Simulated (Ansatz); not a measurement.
Spectroscopic constants of NbF, multiplicity 5 (lowest of 2S+1 = 1, 3, 5, 7 at CCSD(T)/def2-TZVPP on PBE0 minima; our sources give no spin for the ground state, which may be another). No spin–orbit coupling.

The constants come from a fifth-degree fit in 1/R (seven points, main isotopes). Runs in def2 and cc sets follow the lowest solution found near the PBE0 minimum.

Correlated levels freeze the inner cores; with def2 sets outer-core shells near the valence are correlated too. CBS(a, b) extrapolates the correlation energy as X⁻³ and adds the Hartree–Fock energy of set b.

Codes used: Ansatz (Gaussian basis) for Hartree–Fock, density functionals and correlated methods.  In def2 rows elements past Kr take small-core potentials, without spin–orbit coupling.

```
level                                r_e (Å)  ω_e (cm⁻¹)  ω_e x_e (cm⁻¹)  dipole (D)
-----------------------------------  -------  ----------  --------------  ----------
r2SCAN/def2-TZVPP                      1.876         657             3.0        2.66
B97M-V/def2-TZVPP                      1.883         648             3.0        2.44
CAM-B3LYP/def2-TZVPP                   1.881           ?             2.9        2.80
B2PLYP/def2-TZVPP                      1.884         653             2.9           -
CCSD/def2-TZVPP                        1.885         658             2.8           -
CCSD/def2-QZVPP                        1.885         650             2.9           -
CCSD(T)/def2-TZVPP                     1.883         662             2.8           -
CCSD(T)/CBS(def2-TZVPP, def2-QZVPP)        ?           ?             3.0           -
```

### Question
Some entries are withheld; supply them.

### Answer

- CCSD(T)/CBS(def2-TZVPP, def2-QZVPP), r_e (Å): 1.882
- CCSD(T)/CBS(def2-TZVPP, def2-QZVPP), ω_e (cm⁻¹): 651
- CAM-B3LYP/def2-TZVPP, ω_e (cm⁻¹): 654

Ansatz is a first-principles code.
